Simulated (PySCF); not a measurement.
## Electric field gradients and quadrupole coupling constants

Species: C₅H₁₃OPSi.
Cartesian coordinates in Å at the PBE0-D3(BJ)/def2-SVP level; atoms count from 1:
```xyz
21
C5H13OPSi angstrom
C      3.420    0.970    0.728
Si     2.319   -0.521    0.412
P      0.222   -0.091    1.132
C     -0.675   -1.546    0.367
C     -2.131   -1.168    0.119
O     -2.274   -0.119   -0.801
C     -1.800    1.119   -0.344
C     -0.285    1.150   -0.179
H      4.454    0.769    0.409
H      3.057    1.849    0.173
H      3.431    1.221    1.800
H      2.296   -0.852   -1.052
H      2.831   -1.720    1.150
H     -0.218   -1.856   -0.588
H     -0.621   -2.398    1.063
H     -2.619   -0.906    1.081
H     -2.675   -2.026   -0.308
H     -2.286    1.387    0.618
H     -2.113    1.863   -1.093
H      0.186    0.934   -1.154
H      0.036    2.154    0.142
```

Field gradients from the PBE0/pcSseg-1 density (PySCF, non-relativistic), principal values in atomic units, ordered |Vxx| ≤ |Vyy| ≤ |Vzz|:

```csv
atom,Vxx,Vyy,Vzz
O6,-0.0468,-1.9429,1.9897
```

Q: Find the asymmetry η = (Vxx − Vyy)/Vzz and the couplings χ = eQV/h (234.96 MHz × Q in barn × V in au), with Q(17O) = −0.0256 b.

A: 
| atom | environment | nucleus | η | χzz (MHz) | χxx (MHz) | χyy (MHz) |
| --- | --- | --- | --- | --- | --- | --- |
| O6 | cyclic ether oxygen | 17O | 0.95 | -11.97 | 0.28 | 11.69 |

At O6 η is above 0.9: Vyy and Vzz are nearly equal in size and opposite in sign, so a small change could swap them and flip the sign of χzz. The tensor is traceless: Vxx + Vyy + Vzz = 0.

Q: What is Vzz at O6 in SI units (1 au = 9.71736 × 10²¹ V/m²)?

A: 1.9897 au = 19.335 × 10²¹ V/m².

Q: What couplings would deuterons (Q(2H) = 0.00286 b) have in place of the hydrogens, at this geometry?

A: 
```tsv
atom	bonded to	bond length (Å)	Vzz (au)	η	χzz (kHz)
H9	C1	1.101	0.2984	0.01	201
H10	C1	1.101	0.2981	0.01	200
H11	C1	1.101	0.2974	0.01	200
H12	Si2	1.502	0.1369	0.01	92
H13	Si2	1.498	0.1391	0.01	94
H14	C4	1.103	0.2851	0.02	192
H15	C4	1.102	0.2903	0.02	195
H16	C5	1.110	0.2640	0.07	177
H17	C5	1.101	0.2816	0.06	189
H18	C7	1.110	0.2638	0.07	177
H19	C7	1.101	0.2816	0.06	189
H20	C8	1.103	0.2848	0.02	191
H21	C8	1.102	0.2905	0.02	195
```

Geometry: PBE0-D3(BJ)/def2-SVP, one conformer, isolated molecule. These gradients aren't converged with respect to the basis.

The run behind these numbers computed NMR shieldings as well. Hardware: Arm Neoverse V2, one thread, shared host with 96 logical CPUs at a one-minute load of 37. Cost: 41 s (grids of density and orbitals included), 0.95 GiB resident at most.
